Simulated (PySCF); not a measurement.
C2H6BNSi.
Numbering: `[NH2:1][BH:2][C:3]#[C:4][SiH3:5]` (hydrogens: H6, H7 on N1; H8 on B2; H9, H10, H11 on Si5)

Torsions of this conformer, `[NH2:1][BH:2][C:3]#[C:4][SiH3:5]`: H–N1–B2–C3 0°, H–N1–B2–C3 180°.

The closed-shell ground state was solved at several levels (PySCF, density fitting, gas phase, non-relativistic). Isolated species at its PBE0-D3(BJ)/def2-SVP geometry, gas phase.

```
              level  basis functions  HOMO (eV)  LUMO (eV)  gap (eV)  dipole (D)
   wB97X-D/pcSseg-2              271      -9.66       0.57     10.23        2.09
      PBE0/pcSseg-0               61      -7.82      -0.89      6.93        2.24
    PBE0/def2-TZVPD              245      -7.81      -1.23      6.58        2.08
     B3LYP/pcSseg-2              271      -7.57      -1.38      6.19        2.08
CAM-B3LYP/def2-SVPD              152      -9.13      -0.08      9.05        2.02
```

Q: Estimate the row for PBE/pcSseg-2, a basis of 271 functions; the other rows only guide the guess.

A: HOMO -6.62 eV, LUMO -2.10 eV, gap 4.52 eV, dipole 2.18 D.

Q: Over all these levels, which gives the widest orbital gap and which the narrowest?

A: wB97X-D/pcSseg-2 (range-separated hybrid) has the widest, 10.23 eV, and PBE/pcSseg-2 (GGA) the narrowest, 4.52 eV. The two share the basis. From the narrowest to the widest the HOMO moves by -3.04 eV and the LUMO by +2.67 eV.

Q: How far do the dipole and the HOMO energy spread over the levels?

A: The dipole runs from 2.02 to 2.24 D (mean 2.12 D) and the HOMO from -9.66 to -6.62 eV.
